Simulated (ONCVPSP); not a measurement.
# Scattering properties, ONCV potential for gallium

* Element: Ga (Z = 31)
* Generator: ONCVPSP 4.0.1
* Type: optimised norm-conserving Vanderbilt (ONCV)
* Functional: PBE
* Relativity: scalar-relativistic
* Frozen core: [Ar]
* Valence charge: 13
* Reference configuration: 3d10 4s2 4p1
* Partial waves: 4s: rc 1.70 bohr, ncon 4, nbas 8, qcut 3.5 1/bohr, 2 projectors, debl 2 Ha; 4p: rc 2.85 bohr, ncon 4, nbas 8, qcut 2.9 1/bohr, 3 projectors, debl 2 Ha; 3d: rc 1.35 bohr, ncon 5, nbas 10, qcut 10.5 1/bohr, 1 projector
* Local potential: polynomial inside 1.00 bohr (lpopt 4, dvloc0 8 Ha)
* Core correction: none

The phase is arctan(r·R′/R) of the radial function R(r), unwrapped; energies in Ha, scanned from -2 to 5 Ha. A pole is an energy at which the radial function vanishes at the test radius. The pseudo phase is shifted by a multiple of π to meet the all-electron one at the reference energy, and phase errors are pseudo minus all-electron; the curves can meet again beyond the range given. Levels narrower than the energy grid can be missing from the lists of poles.

```tsv
channel	radius (bohr)	reference energy (Ha)	poles, all-electron	poles, pseudo	unbroken range about the reference energy with phases within 0.05 rad	phase error 1 Ha above the reference energy (rad)
s	1.73	-0.33	2.63	2.62	below 4.1	-0.000
p	2.89	-0.09	0.49, 3.40	0.49, 3.40	the whole range	-0.000
d	1.37	-0.70	-0.21	-0.19	below 0.9	+0.022
```

Note: no bound ghost flagged; GHOST(+) flagged for s at 134.0 eV.

Phases in the p channel:

```
E (Ha)  all-electron  pseudo
 -1.98         1.345   1.345
 -1.80         1.329   1.329
 -1.62         1.310   1.309
 -1.44         1.285   1.285
 -1.26         1.253   1.253
 -1.08         1.209   1.209
 -0.90         1.143   1.143
 -0.72         1.035   1.035
 -0.54         0.825   0.825
 -0.36         0.319   0.319
 -0.18        -0.595  -0.595
  0.00        -1.146  -1.146
  0.18        -1.379  -1.379
  0.36        -1.505  -1.505
  0.54        -1.593  -1.593
  0.72        -1.668  -1.668
  0.90        -1.748  -1.748
  1.08        -1.855  -1.855
  1.26        -2.036  -2.036
  1.44        -2.454  -2.454
  1.62        -3.403  -3.403
  1.80        -4.082  -4.082
  1.98        -4.340  -4.340
  2.16        -4.464  -4.464
  2.34        -4.536  -4.536
  2.52        -4.585  -4.585
  2.70        -4.621  -4.621
  2.88        -4.649  -4.649
  3.06        -4.674  -4.674
  3.24        -4.695  -4.695
  3.42        -4.715  -4.715
  3.60        -4.734  -4.734
  3.78        -4.754  -4.754
  3.96        -4.776  -4.776
  4.14        -4.800  -4.800
  4.32        -4.830  -4.830
  4.50        -4.869  -4.869
  4.68        -4.925  -4.926
  4.86        -5.019  -5.022
```
